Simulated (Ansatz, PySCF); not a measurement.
Gas-phase reaction (SMILES): Br[SiH](Br)Br [tribromosilane] + F (HF) → F[Si](Br)(Br)Br + [H][H] (H2); hydrogen fluoride cleaves one Si-H bond, a model of a ligand-exchange step.

Each molecule is optimised on its own at B3LYP-D3(BJ)/def2-TZVP (Ansatz, an electronic-structure program). Correlated levels leave the core frozen unless marked. No spin-orbit coupling. The frozen core is the preceding noble-gas configuration, with the filled d and f shells of earlier blocks. No relativistic terms. Basis-set limits of correlation are two-point, X^-3; Hartree-Fock from the larger set. The bracket is a focal-point correction in the basis named. Thermal terms are rigid-rotor harmonic-oscillator values from B3LYP-D3(BJ) frequencies (Ansatz or PySCF) at 298.15 K and 1 atm. 1 Eh = 627.5095 kcal/mol.

| species | E, RI-MP2/CBS(def2-TZVPPD,def2-QZVPPD)+[CCSD(T)-MP2]/def2-TZVPPD (Ansatz) (Eh) | E, PBE-D3(BJ)/def2-TZVPD (Ansatz + dftd3) (Eh) | H - E (Eh) |
|---|---|---|---|
| Br[SiH](Br)Br | -8007.86367 | -8011.41454 | 0.01941 |
| F (HF) | -100.39405 | -100.39533 | 0.01259 |
| F[Si](Br)(Br)Br | -8107.12452 | -8110.68359 | 0.01475 |
| [H][H] (H2) | -1.17532 | -1.16598 | 0.01336 |

Task: Work out ΔE and ΔH at 298.15 K at the first level, then ΔH at the second.

Result: 
1. ΔE = [(-8107.12452) + (-1.17532)] - [(-8007.86367) + (-100.39405)] = -0.04212 Eh = -26.4 kcal/mol at RI-MP2/CBS(def2-TZVPPD,def2-QZVPPD)+[CCSD(T)-MP2]/def2-TZVPPD.
2. The terms H - E add up to -0.00389 Eh, so ΔH = (-0.04212 + (-0.00389))×627.5095 = -28.9 kcal/mol.
3. At PBE-D3(BJ)/def2-TZVPD the same steps give ΔE = -24.9 and ΔH = -27.4 kcal/mol, a shift of +1.5 from the first level.
4. These values are not checked against measurement here, since the tables used lack a sound gas-phase enthalpy of formation for at least one species.
